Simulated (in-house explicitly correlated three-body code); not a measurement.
Results of a calculation; reference values are marked as such.
Two electrons around a charge Z: highest levels of functionals against the exact one

The exact non-relativistic ground state comes from a variational code in 260 exponentially correlated functions, the Kohn-Sham parts from inverting its density (past Z = 6 the correlation energy is taken as exact minus Hartree-Fock, equal to within microhartrees), and self-consistent runs (Hartree-Fock is restricted) from a B-spline radial code. Z may be fractional; the second electron is bound down to Z = 0.911.

The exact Kohn-Sham level equals minus the binding energy. «Unbound» marks a run whose level isn't bound or that didn't converge.

```csv
Z,exact (eV),Hartree-Fock (eV),BP86 (eV),r2SCAN (eV),B3LYP VWN-RPA (eV),PBE0 (eV)
2.26,-35.25,-35.62,-24.88,-25.72,-27.37,-27.63
2.8,?,?,?,?,?,?
3.54,-114.5,-114.8,-96.02,-97.74,-100.2,-100.8
4.4,-192.8,-193.1,-168.9,-171.2,-174.1,-174.9
6,-392,-392.3,-358,-361.4,-365.2,-366.5
7.5,?,?,?,?,?,?
9.1,-976.2,-976.5,-922.8,-928.1,-933.6,-935.8
11.8,-1698,-1698,-1628,-1635,-1642,-1645
```

(1) What belongs in the row Z = 7.5?

(2) What belongs in the row Z = 2.8?

(3) Why do the levels of the functionals lie above the exact one?

Answers

(1) exact (eV): -642; Hartree-Fock (eV): -642.3; BP86 (eV): -598.6; r2SCAN (eV): -602.9; B3LYP VWN-RPA (eV): -607.6; PBE0 (eV): -609.3.

(2) exact (eV): -63.26; Hartree-Fock (eV): -63.61; BP86 (eV): -49.45; r2SCAN (eV): -50.66; B3LYP VWN-RPA (eV): -52.67; PBE0 (eV): -53.06.

(3) Semilocal exchange-correlation potentials fall off faster than the exact −1/r, since they don't cancel the electron's repulsion by itself; hybrids restore a share of the tail, and range-separated ones all of it at long range. Hartree-Fock has the tail but lacks relaxation and correlation.
